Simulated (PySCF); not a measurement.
**Ti(2+) (titanium, charge +2) across methods**

[Ar] 3d1 4p1, one real determinant (an excited configuration). Calculation: PySCF 2.14, in x2c-TZVPPall (6s5p4d2f1g, 64 functions); scalar relativity by spin-free X2C-1e.

```
   method  E (hartree)  mean ε 3p β (eV)  mean ε 3d α (eV)  mean ε 4p α (eV)  Σ⟨r²⟩ (bohr²)   ⟨S²⟩
   PBEsol     -851.395           -60.976           -26.530           -15.527          24.72  2.000
      UHF   -851.72184           -70.791           -34.569           -17.433          25.69  2.002
   r2SCAN     -852.560           -61.958           -27.083           -15.570          24.87  2.001
      M06     -852.565           -63.976           -28.067           -15.933          24.83  2.000
    TPSSh     -852.623           -62.420           -27.725           -15.753          24.86  2.001
BHandHLYP     -852.611           -66.382           -30.957           -16.576          24.99  2.001
      LDA     -850.481           -61.106           -26.583           -15.557          24.66  2.000
     PBE0     -852.411           -63.834           -28.833           -16.167          24.89  2.001
      PBE     -852.371           -61.067           -26.672           -15.590          24.76  2.000
```

⟨L²⟩ = 8.01 against 12 for a pure F term, so this real determinant mixes terms.
